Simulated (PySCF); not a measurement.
Species: C6H8AsN.
Atom-mapped SMILES: `[CH:1]#[C:2][C:3]([NH2:4])([C:5]#[CH:6])[CH2:7][AsH2:8]` (hydrogens: H9 on C1; H10, H11 on N4; H12 on C6; H13, H14 on C7; H15, H16 on As8)

Geometry (GFN2-xTB, Å), atoms numbered from 1 in this order:
```
atom  x, y, z in Å
C1    -0.8541    2.4525   -0.0398
C2    -0.6145    1.2819    0.0245
C3    -0.3578   -0.1539    0.0740
N4    -0.4560   -0.6062    1.4673
C5    -1.3307   -0.8144   -0.7987
C6    -2.1262   -1.4154   -1.4614
C7     1.0752   -0.4449   -0.3964
As8    2.2822   -0.0994    1.1451
H9    -1.0464    3.4828   -0.0907
H10   -1.3360   -0.3132    1.8811
H11   -0.4168   -1.6220    1.4937
H12   -2.8192   -1.9206   -2.0661
H13    1.3208    0.1628   -1.2690
H14    1.1543   -1.4985   -0.6854
H15    3.4923    0.1433    0.2697
H16    2.0252    1.3741    1.1587
```

Computed with PySCF, TDDFT B3LYP/def2-SVPD, vertical, gas phase, core orbitals frozen in the response. The B3LYP/def2-SVPD calculation is non-relativistic and has no spin–orbit coupling, an omission that weighs most on arsenic.

Ground-to-excited transition dipoles (e·a0, same axes as the geometry; the sign carries no meaning), for the states with f of 0.002 or more among the lowest 7:

| state | E (hartree) | μx | μy | μz |
| --- | --- | --- | --- | --- |
| S1 | 0.2078 | -0.221 | -0.258 | 0.025 |
| S2 | 0.2145 | 0.204 | 0.121 | 0.171 |
| S3 | 0.2244 | 0.223 | 0.266 | -0.121 |
| S4 | 0.2296 | -0.120 | 0.069 | -0.115 |
| S5 | 0.2336 | 0.046 | 0.056 | 0.154 |
| S6 | 0.2384 | -0.372 | 0.174 | -0.364 |
| S7 | 0.2391 | 0.203 | -0.102 | 0.259 |

(1) What oscillator strength does each state have?

(2) Which bond between heavy atoms lies closest to the direction of the S6 transition dipole?

(3) What angle do the transition dipoles of S3 and S7 make?

(4) What peak molar absorption coefficient would the strongest computed level give as a lone Gaussian band 0.4 eV wide at half height?

Results:

(1) f = (2/3) ΔE |μ|² with ΔE in hartree (27.2114 eV).

```csv
state,|μ|² (au),|μ| (D),f
S1,0.116,0.87,0.016
S2,0.085,0.74,0.012
S3,0.135,0.93,0.020
S4,0.032,0.46,0.005
S5,0.029,0.43,0.004
S6,0.301,1.39,0.048
S7,0.119,0.88,0.019
```

(2) C7–As8, at 29° from it; next C3–C5 at 45°.

(3) |cos θ| = |μa·μb| / (|μa| |μb|) = 0.11, so θ ≈ 84° (taken between 0 and 90°, since the signs are arbitrary).

(4) ε(max) = 2.175×10⁸ f / FWHM, with the width in cm⁻¹. S6: 2.175×10⁸ × 0.0479 / 3226 ≈ 3200 L mol⁻¹ cm⁻¹.

One conformer stands for the species.
